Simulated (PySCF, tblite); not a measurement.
Isomers of C5H16Si3, one GFN2-xTB conformer each. Single-point energies are computed at PBE0/pcSseg-1 (PySCF, gas phase, no added dispersion term), electronic only.

| SMILES | GFN2-xTB relative energy (kcal/mol) |
| --- | --- |
| [SiH3]C([SiH3])([SiH3])C1CCC1 | 0.0 |
| C=C[C@@H](C)[SiH2]C([SiH3])[SiH3] | 15.2 |
| C=C(C)[SiH2]C[SiH2]C[SiH3] | 20.0 |

Conformers: `[SiH3:1][C:2]([SiH3:3])([SiH3:4])[CH:5]1[CH2:6][CH2:7][CH2:8]1` with C2–C5–C6–C7 137°, C5–C6–C7–C8 -13°, C6–C7–C8–C5 13°, C2–C5–C8–C7 -137°; `[CH2:1]=[CH:2][C@@H:3]([CH3:4])[SiH2:5][CH:6]([SiH3:7])[SiH3:8]` with C1–C2–C3–C4 138°, C2–C3–Si5–C6 60°, C3–Si5–C6–Si7 64°; `[CH2:1]=[C:2]([CH3:3])[SiH2:4][CH2:5][SiH2:6][CH2:7][SiH3:8]` with C1–C2–Si4–C5 -111°, C2–Si4–C5–Si6 177°, Si4–C5–Si6–C7 -172°, C5–Si6–C7–Si8 -55°.

**Question.** What does PBE0/pcSseg-1 give for the same structures?

**Answer.** 
```csv
SMILES,PBE0/pcSseg-1 E (Eh),PBE0/pcSseg-1 (kcal/mol),GFN2-xTB (kcal/mol),point group
C=C(C)[SiH2]C[SiH2]C[SiH3],-1067.95740,0.0,20.0,C1
C=C[C@@H](C)[SiH2]C([SiH3])[SiH3],-1067.94293,9.1,15.2,C1
[SiH3]C([SiH3])([SiH3])C1CCC1,-1067.92154,22.5,0.0,Cs
```

GFN2-xTB puts [SiH3]C([SiH3])([SiH3])C1CCC1 lowest instead; measured from each level's own lowest isomer, the values differ by up to 22.5 kcal/mol ([SiH3]C([SiH3])([SiH3])C1CCC1: 0.0 against 22.5). As drawn, the lowest has a C=C bond outside aromatic rings, which the highest lacks; the highest has a four-membered ring, which the lowest lacks.

**Question.** Which frontier levels, dipoles and rotational constants go with these structures?

**Answer.** 
```tsv
SMILES	HOMO (eV, PBE0/pcSseg-1)	LUMO (eV)	dipole (D)	A, B, C (MHz)
C=C(C)[SiH2]C[SiH2]C[SiH3]	-7.46	-0.05	0.78	2152, 419.3, 376.6
C=C[C@@H](C)[SiH2]C([SiH3])[SiH3]	-7.15	0.08	0.71	1555, 661.7, 593.2
[SiH3]C([SiH3])([SiH3])C1CCC1	-8.00	0.28	0.99	1372, 904.5, 842.9
```

**Question.** What happens when harmonic zero-point energies from GFN2-xTB frequencies are added?

**Answer.** 
| SMILES | ZPE (kcal/mol) | electronic (kcal/mol) | with ZPE (kcal/mol) |
| --- | --- | --- | --- |
| C=C(C)[SiH2]C[SiH2]C[SiH3] | 112.5 | 0.0 | 0.0 |
| C=C[C@@H](C)[SiH2]C([SiH3])[SiH3] | 111.7 | 9.1 | 8.4 |
| [SiH3]C([SiH3])([SiH3])C1CCC1 | 112.6 | 22.5 | 22.7 |

The zero-point energies span 0.9 kcal/mol. The order is unchanged.

**Question.** As an exercise, what shares would exp(−E/RT) give at 1000 K from these electronic energies alone (no entropy, no degeneracies)?

**Answer.** RT = 1.987 kcal/mol: C=C(C)[SiH2]C[SiH2]C[SiH3] 99.0 %, C=C[C@@H](C)[SiH2]C([SiH3])[SiH3] 1.0 %, [SiH3]C([SiH3])([SiH3])C1CCC1 under 0.1 %.
